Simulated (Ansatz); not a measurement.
Molecule: KCl, charge 0, multiplicity 1. 
Geometry from a B3LYP-D3(BJ)/def2-TZVP (Ansatz, a first-principles code) optimisation:
```
K
Cl 1 2.7015
```

Basis-set convergence of Hartree-Fock and CCSD(T) correlation energies (hartree) with Ansatz. Valence correlation only, unless marked. Spin-orbit coupling is left out. Frozen are the shells of the preceding noble gas and the d and f shells that filled before the atom's block. The outer core of K, Ca and their heavier congeners is not correlated, a term that matters for these elements. Non-relativistic.

```json
[
 {"basis": "def2-SVP", "functions": "42", "E(HF)": "-1058.50973", "E(corr, CCSD(T))": "-0.14971"},
 {"basis": "def2-TZVPP", "functions": "75", "E(HF)": "-1058.74708", "E(corr, CCSD(T))": "-0.22438"},
 {"basis": "def2-QZVPP", "functions": "140", "E(HF)": "-1058.77303", "E(corr, CCSD(T))": "-0.24869"}
]
```

Extrapolating the two largest sets (X = 3 and 4) as X^-3: E(corr) = (64·(-0.24869) - 27·(-0.22438))/37 = -0.2664 Eh, an estimate of the basis-set limit. The largest set recovers 93.3 % of it, the smallest 56.2 %.
